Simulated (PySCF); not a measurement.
Planning an EPR job on `C[Si@@]1(F)O[SiH]O[SiH2]O1` [radical].

Method: UKS B3LYP, pcH-1 on C F H O Si, non-relativistic, mean-field spin-orbit, GIAO (PySCF 2.14.0). Geometry: GFN2-xTB. Work: unrestricted SCF, g, hyperfine, density and orbital grids written, density fitting. The command runs a driver script over a list of jobs; the input below is this job's line of settings and its coordinates in Å.

Command:
```bash
OMP_NUM_THREADS=1 python probes_run.py task.json out
```

Input:
```
{"job": {"kind": "epr", "basis": "pcH-1"}, "charge": 0, "multiplicity": 2}
C      2.418885     0.391578     0.190828
Si     0.717337     0.052303    -0.516380
F      0.696959     0.170287    -2.123422
O      0.222649    -1.455039    -0.202694
Si    -1.259510    -2.013944     0.214639
O     -2.171368    -0.725409     0.634649
Si    -1.920486     0.875385     0.497475
O     -0.386545     1.114059    -0.001750
H      2.495848     0.108966     1.234863
H      3.164092    -0.167114    -0.363824
H      2.662753     1.444608     0.107804
H     -1.857400    -2.589945    -0.982954
H     -2.800710     1.365125    -0.549140
H     -1.983182     1.428667     1.837742
```

Hardware: an Arm Neoverse V1 with one thread, shared host. PySCF's memory limit was set to 1600 MB.

Q: How large is the basis?

A: 290 functions.

Q: How long does the run take?

A: About 2.2 min. CPU seconds by part: SCF 47, spin–orbit mean field 3.8, g tensor 50, hyperfine 24.

Q: Estimate the peak memory.

A: About 1.0 GiB. Peak memory is the resident size of the whole Python process, interpreter and libraries included.

Q: At this speed, how long would 5000 such jobs take on 96 cores, one job a core?

A: 5000/96 gives 53 rounds of 2.2 min, about 1.9 h of wall time and 180 core-hours, if the jobs don't slow each other.

The host was shared with other jobs, so the times are rough.

The run converged: ⟨S²⟩ 0.751; g_iso 2.0018.
